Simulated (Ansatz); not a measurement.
`FC[SiH3]` + `OB(O[SiH3])O[SiH3]` → `[SiH3]OB(O[SiH3])O[SiH3]` + `CF`  (ligand exchange at the Si–C bond)

Isolated molecules relaxed with PBE0-D4/def2-TZVP in Ansatz; ΔE leaves out vibrations. CCSD(T)/CBS adds triple-zeta CCSD(T) − MP2 to the extrapolated MP2 energy (def2 sets, frozen cores). This one scheme is used for every species. DFT in def2-TZVPP. Each species was taken in one conformer, which may not be the lowest.

`FC[SiH3]`:

Cartesian coordinates in Å:
```
F -1.893 -0.138 -0.379
C -0.731 0.607 -0.205
Si 0.729 -0.531 0.198
H -0.905 1.328 0.601
H -0.549 1.174 -1.125
H 1.936 0.322 0.371
H 0.951 -1.488 -0.915
H 0.461 -1.276 1.454
```

`OB(O[SiH3])O[SiH3]`:

```xyz
13

O     0.689   -2.555    0.693
B     0.347   -1.288    0.334
O     1.357   -0.395    0.166
Si    1.687    1.205    0.072
O    -0.976   -0.975    0.159
Si   -1.889    0.249   -0.447
H    -0.081   -3.121    0.774
H     1.891    1.591   -1.346
H     0.566    2.000    0.642
H     2.921    1.470    0.848
H    -2.340    1.136    0.654
H    -3.065   -0.357   -1.115
H    -1.108    1.040   -1.435
```

`[SiH3]OB(O[SiH3])O[SiH3]`:

```xyz
16

Si   -1.172   -2.035    1.389
O    -0.637   -1.204    0.061
B     0.001    0.000    0.000
O     0.276    0.684    1.146
Si    1.031    2.145    1.335
O     0.363    0.519   -1.208
Si    0.141   -0.110   -2.723
H    -0.036   -2.364    2.285
H    -1.790   -3.281    0.879
H    -2.181   -1.236    2.128
H     0.279    3.212    0.629
H     2.419    2.081    0.814
H     1.050    2.419    2.790
H     0.835   -1.415   -2.850
H     0.726    0.867   -3.670
H    -1.306   -0.282   -3.004
```

`CF`:

Cartesian coordinates in Å:
```
C -0.030 0.053 0.001
F 0.645 -1.146 -0.024
H -0.296 0.291 1.033
H -0.935 -0.033 -0.605
H 0.616 0.835 -0.405
```

```json
{"level": "ωB97X-V", "ΔE (eV)": "-1.26"}
{"level": "B2PLYP", "ΔE (eV)": "-1.32"}
{"level": "PBE", "ΔE (eV)": "-1.09"}
{"level": "CCSD/def2-TZVPP", "ΔE (eV)": "-1.35"}
```

Question: What does CCSD(T)/CBS give? (Best estimate.)

Answer: Ansatz gave: -1.31 eV. The listed levels differ from it by 0.05, -0.01, 0.22, -0.04 eV.

Largest T1 diagnostic among the species: 0.012.

From PBE to PBE0 (25 % exact exchange), in def2-TZVPP and without D4, ΔE moves by −0.08 eV. In def2-TZVPP, CCSD(T) changes the Hartree–Fock value by +0.17 eV (the triples alone add +0.02 eV) and MP2 by +0.13 eV.
